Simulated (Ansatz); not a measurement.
## Ansatz (development build ahead of 0.2.0) run

```yaml
crystal:
  periodic: [false, false, false]
  atoms:
    - { symbol: Sc, position_ang: [0.0, 0.0, 0.0] }
    - { symbol: S, position_ang: [0.0, 0.0, 2.14] }
basis:
  gaussian: { orbitals: def2-SVP }
magnetization:
  initial_magnetization: 1
hamiltonian:
  xc: pbe0
scf:
  omitted_lower_state_checks: [starts, atomic_configurations, cluster_reference, orbital_swaps, given_window_search, neighbouring_geometries, increment]
output:
  forces: true
```

The input is written out in the form of the current development build from the run's settings.

Results

```
Converged                       : yes
Total energy                    : -1158.34076 hartree
Spin squared of the determinant : 0.750
Stability test                  : minimum among restricted orbitals
```

Forces (eV/Å):
```csv
atom,Fx,Fy,Fz
Sc1,0.000,0.000,0.772
S2,0.000,0.000,-0.772
```
